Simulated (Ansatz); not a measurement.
Fe2Pt. Total charge 0; septet. Geometry r2SCAN-D4/def2-TZVP.

Cartesian coordinates in Å:
```
Fe 0.592 1.129 -0.104
Fe -1.224 0.085 0.466
Pt 0.631 -1.213 -0.361
```

In the def2 sets Pt takes a core potential; there is no spin–orbit coupling. At PBE-D4/def2-TZVPD, r2SCAN-D4/def2-TZVP, r2SCANh-D4/def2-TZVP, BHLYP-D4/def2-TZVP and others the charge 0 septet is spin-contaminated (final ⟨S²⟩ up to 12.83, 12.00 for a pure state). The geometry of the septet was relaxed on an unsound state (⟨S²⟩ 12.62, where a pure state has 12.00). The order of the spin states hangs on the level: the triplet lies 0.36 eV below the septet at PBE0-D4/def2-TZVP, but 0.06 eV above it at r2SCAN-D4/def2-TZVP. The septet is doubtful at PBE0-D4/def2-TZVP (⟨S²⟩ 12.72, where a pure state has 12.00). The triplet is doubtful at PBE0-D4/def2-TZVP (⟨S²⟩ 5.49, where a pure state has 2.00). The septet is doubtful at r2SCAN-D4/def2-TZVP (⟨S²⟩ 12.62, where a pure state has 12.00). The triplet is doubtful at r2SCAN-D4/def2-TZVP (⟨S²⟩ 5.42, where a pure state has 2.00). The structure comes from a short search, and lower isomers may exist.

(1) Estimate the α-spin orbital energies around the gap (eV) in Ansatz with PBE-D4/def2-TZVPD, r2SCAN-D4/def2-TZVP, r2SCANh-D4/def2-TZVP, BHLYP-D4/def2-TZVP, CAM-B3LYP-D4/def2-TZVP.

## Answers

(1) 
| orbital | PBE-D4/def2-TZVPD | r2SCAN-D4/def2-TZVP | r2SCANh-D4/def2-TZVP | BHLYP-D4/def2-TZVP | CAM-B3LYP-D4/def2-TZVP |
| --- | --- | --- | --- | --- | --- |
| HOMO−13 | -6.92 | -7.39 | -8.42 | -13.05 | -11.09 |
| HOMO−12 | -6.74 | -7.31 | -8.21 | -12.54 | -10.73 |
| HOMO−11 | -6.35 | -6.80 | -7.84 | -11.66 | -10.20 |
| HOMO−10 | -6.16 | -6.75 | -7.57 | -9.99 | -9.53 |
| HOMO−9 | -6.10 | -6.58 | -7.56 | -9.92 | -9.46 |
| HOMO−8 | -5.79 | -6.38 | -7.02 | -9.53 | -9.10 |
| HOMO−7 | -5.29 | -5.96 | -6.86 | -9.45 | -8.75 |
| HOMO−6 | -5.08 | -5.54 | -6.48 | -8.85 | -8.51 |
| HOMO−5 | -5.00 | -5.24 | -6.09 | -7.96 | -8.01 |
| HOMO−4 | -4.87 | -5.10 | -5.57 | -7.20 | -7.35 |
| HOMO−3 | -4.86 | -5.07 | -5.55 | -7.20 | -7.31 |
| HOMO−2 | -4.60 | -4.75 | -5.32 | -6.92 | -7.07 |
| HOMO−1 | -4.52 | -4.67 | -5.22 | -6.88 | -7.02 |
| HOMO | -4.30 | -4.61 | -5.07 | -6.54 | -6.80 |
| LUMO | -3.49 | -3.21 | -2.89 | -1.91 | -1.77 |
| LUMO+1 | -3.18 | -3.01 | -2.73 | -1.56 | -1.48 |
| LUMO+2 | -1.57 | -1.07 | -0.83 | 0.07 | 0.26 |
| LUMO+3 | -0.79 | -0.27 | -0.03 | 0.75 | 0.89 |
| LUMO+4 | -0.38 | 0.30 | 0.55 | 1.40 | 1.57 |
| LUMO+5 | -0.22 | 0.41 | 0.69 | 1.66 | 1.87 |
| β HOMO | -3.35 | -3.43 | -3.93 | -4.94 | -5.46 |
| β LUMO | -2.84 | -2.37 | -2.15 | -1.45 | -1.24 |
